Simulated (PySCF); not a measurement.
# Bonding in `[SiH3]N=P12C=CC(C=C1)C=C2`

Compound: C7H10NPSi.
Atom-mapped SMILES: `[SiH3:1][N:2]=[P@:3]12[CH:4]=[CH:5][C@H:6]([CH:7]=[CH:8]1)[CH:9]=[CH:10]2` (hydrogens: H11, H12, H13 on Si1; H14 on C4; H15 on C5; H16 on C6; H17 on C7; H18 on C8; H19 on C9; H20 on C10)

Geometry (GFN2-xTB, Å), atoms numbered from 1 in this order:
```xyz
20
C7H10NPSi angstrom
Si     3.4921    0.0942   -0.0461
N      1.9908    0.9388   -0.0223
P      0.5399    0.3806   -0.0059
C     -0.1846   -0.6143   -1.3560
C     -1.4803   -0.8407   -1.2070
C     -2.1600   -0.2921    0.0275
C     -1.9600    1.2100    0.0311
C     -0.7221    1.6772    0.0162
C     -1.4476   -0.8505    1.2389
C     -0.1483   -0.6255    1.3548
H      3.6462   -0.7592   -1.2340
H      3.6747   -0.7740    1.1270
H      4.4784    1.1708   -0.0519
H      0.4174   -0.9425   -2.1883
H     -2.0873   -1.3903   -1.9103
H     -3.2200   -0.5474    0.0404
H     -2.8443    1.8281    0.0450
H     -0.4301    2.7142    0.0167
H     -2.0358   -1.4064    1.9532
H      0.4756   -0.9603    2.1681
```

Bond orders from the PBE0/pcSseg-1 density (PySCF). Isolated species at its GFN2-xTB geometry, gas phase.

Problem. Where do the orders between heavy atoms depart from those drawn in the SMILES?

Solution. The largest departure is 0.340, at N2–P3 (drawn double, 1.660). Drawn single, order below 0.88: P3–C4 (0.872) and C10–P3 (0.873). Drawn double or triple, more than 0.30 short of the drawn order: N2–P3 (1.660).

Problem. Give the Mayer order of every bond, beside its length.

Solution. 
```json
{"bond": "Si1–N2", "drawn as": "single", "length (Å)": "1.723", "Mayer order": "1.033"}
{"bond": "N2–P3", "drawn as": "double", "length (Å)": "1.555", "Mayer order": "1.660"}
{"bond": "P3–C4", "drawn as": "single", "length (Å)": "1.827", "Mayer order": "0.872"}
{"bond": "C4–C5", "drawn as": "double", "length (Å)": "1.324", "Mayer order": "1.838"}
{"bond": "C5–C6", "drawn as": "single", "length (Å)": "1.512", "Mayer order": "0.979"}
{"bond": "C6–C7", "drawn as": "single", "length (Å)": "1.515", "Mayer order": "0.975"}
{"bond": "C7–C8", "drawn as": "double", "length (Å)": "1.323", "Mayer order": "1.838"}
{"bond": "C6–C9", "drawn as": "single", "length (Å)": "1.512", "Mayer order": "0.979"}
{"bond": "C9–C10", "drawn as": "double", "length (Å)": "1.324", "Mayer order": "1.838"}
{"bond": "C8–P3", "drawn as": "single", "length (Å)": "1.810", "Mayer order": "0.904"}
{"bond": "C10–P3", "drawn as": "single", "length (Å)": "1.827", "Mayer order": "0.873"}
{"bond": "Si1–H11", "drawn as": "single", "length (Å)": "1.471", "Mayer order": "0.903"}
{"bond": "Si1–H12", "drawn as": "single", "length (Å)": "1.471", "Mayer order": "0.903"}
{"bond": "Si1–H13", "drawn as": "single", "length (Å)": "1.460", "Mayer order": "0.934"}
{"bond": "C4–H14", "drawn as": "single", "length (Å)": "1.078", "Mayer order": "0.970"}
{"bond": "C5–H15", "drawn as": "single", "length (Å)": "1.079", "Mayer order": "0.970"}
{"bond": "C6–H16", "drawn as": "single", "length (Å)": "1.090", "Mayer order": "0.958"}
{"bond": "C7–H17", "drawn as": "single", "length (Å)": "1.079", "Mayer order": "0.971"}
{"bond": "C8–H18", "drawn as": "single", "length (Å)": "1.077", "Mayer order": "0.974"}
{"bond": "C9–H19", "drawn as": "single", "length (Å)": "1.079", "Mayer order": "0.970"}
{"bond": "C10–H20", "drawn as": "single", "length (Å)": "1.078", "Mayer order": "0.970"}
```

By pair of heavy elements: C–P: lowest P3–C4 and C10–P3 (0.872, 1.827 Å), highest C8–P3 (0.904, 1.810 Å). C–C: lowest C6–C7 (0.975, 1.515 Å), highest C4–C5, C7–C8 and C9–C10 (1.838, 1.324 Å). Bonds named together lie within 0.004.

Problem. Sum the orders of all bonds at each heavy atom with more than one neighbour and set the sums beside the valence in the SMILES.

Solution. Si1 3.773 (drawn 4), N2 2.693 (drawn 3), P3 4.309 (drawn 5), C4 3.680 (drawn 4), C5 3.787 (drawn 4), C6 3.891 (drawn 4), C7 3.784 (drawn 4), C8 3.716 (drawn 4), C9 3.787 (drawn 4), C10 3.681 (drawn 4). Orders between atoms that aren't bonded are not in these sums.

The Mayer order sums products of elements of PS (density times overlap matrix) between the two atoms' basis functions, so it depends on the basis set.
